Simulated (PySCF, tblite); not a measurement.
Isomers of C6H8NO (doublet state). Calculated harmonic vibrations of the isolated species, GFN2-xTB (tblite), most abundant isotopes, no scaling. This tight-binding method is rough: wavenumbers can miss measured ones by several per cent, in bad cases by 10 to 20. One conformer each. Open shells enter through the occupations alone, without spin polarisation, and single modes of such species can be off by tens of per cent.

Electronic energies: B3LYP/pcH-1 single points on the GFN2-xTB geometries (PySCF, gas phase).

```csv
SMILES,"electronic energy, lowest = 0 (kcal/mol)"
[H]/[C]=C\[C@H]1COC/C1=N/[H],41.4
CC[C]1C=C1NC=O,36.1
CC#C[C](C)NC=O,0.0
C[CH]c1cnoc1C,9.6
[CH2]NC(=O)CC=C=C,11.9
O=C[N][C@H]1CC12CC2,45.7
```

Question: How do GFN2-xTB zero-point energies change the relative energies?

Answer: 
```json
{"SMILES": "CC#C[C](C)NC=O", "ZPE (kcal/mol)": "77.2", "of it from modes above 1550 cm⁻¹": "40.2", "electronic (kcal/mol)": "0.0", "with ZPE, lowest = 0 (kcal/mol)": "0.0", "lowest mode (cm⁻¹)": "20", "rings": "0"}
{"SMILES": "C[CH]c1cnoc1C", "ZPE (kcal/mol)": "78.7", "of it from modes above 1550 cm⁻¹": "34.7", "electronic (kcal/mol)": "9.6", "with ZPE, lowest = 0 (kcal/mol)": "11.1", "lowest mode (cm⁻¹)": "38", "rings": "1"}
{"SMILES": "[CH2]NC(=O)CC=C=C", "ZPE (kcal/mol)": "76.5", "of it from modes above 1550 cm⁻¹": "41.0", "electronic (kcal/mol)": "11.9", "with ZPE, lowest = 0 (kcal/mol)": "11.2", "lowest mode (cm⁻¹)": "30", "rings": "0"}
{"SMILES": "CC[C]1C=C1NC=O", "ZPE (kcal/mol)": "77.6", "of it from modes above 1550 cm⁻¹": "40.0", "electronic (kcal/mol)": "36.1", "with ZPE, lowest = 0 (kcal/mol)": "36.5", "lowest mode (cm⁻¹)": "38", "rings": "1"}
{"SMILES": "[H]/[C]=C\\[C@H]1COC/C1=N/[H]", "ZPE (kcal/mol)": "78.2", "of it from modes above 1550 cm⁻¹": "39.6", "electronic (kcal/mol)": "41.4", "with ZPE, lowest = 0 (kcal/mol)": "42.4", "lowest mode (cm⁻¹)": "67", "rings": "1"}
{"SMILES": "O=C[N][C@H]1CC12CC2", "ZPE (kcal/mol)": "77.9", "of it from modes above 1550 cm⁻¹": "38.9", "electronic (kcal/mol)": "45.7", "with ZPE, lowest = 0 (kcal/mol)": "46.4", "lowest mode (cm⁻¹)": "35", "rings": "2"}
```

The zero-point energies span 2.2 kcal/mol, from `[CH2]NC(=O)CC=C=C` to `C[CH]c1cnoc1C`. The order is unchanged.

Question: And how do the electronic energies of GFN2-xTB itself compare?

Answer: `CC#C[C](C)NC=O` 5.5; `C[CH]c1cnoc1C` 0.0; `[CH2]NC(=O)CC=C=C` 26.3; `CC[C]1C=C1NC=O` 43.3; `[H]/[C]=C\[C@H]1COC/C1=N/[H]` 39.6; `O=C[N][C@H]1CC12CC2` 17.0 kcal/mol, lowest = 0. Against the energies above, taken from the same isomer `CC#C[C](C)NC=O`, the largest difference is 34.2 kcal/mol.

Question: What do entropy and thermal enthalpy add at 298.15 K and 1 bar (rigid rotor, harmonic oscillator, one conformer each)?

Answer: 
```
                      SMILES  point group  symmetry number  S (cal/(mol K))  H − H(0) (kcal/mol)  ZPE + H − H(0) − TS (kcal/mol)
               C[CH]c1cnoc1C           C1                1             93.4                 5.99                            56.8
           [CH2]NC(=O)CC=C=C           C1                1             97.7                 6.56                            53.9
              CC[C]1C=C1NC=O           C1                1             96.7                 6.38                            55.2
[H]/[C]=C\[C@H]1COC/C1=N/[H]           C1                1             89.3                 5.60                            57.2
         O=C[N][C@H]1CC12CC2           C1                1             90.6                 5.64                            56.6
```

S holds R ln(2S + 1) for the spin.

Not tabulated: `CC#C[C](C)NC=O` (lowest mode only 20 cm⁻¹).
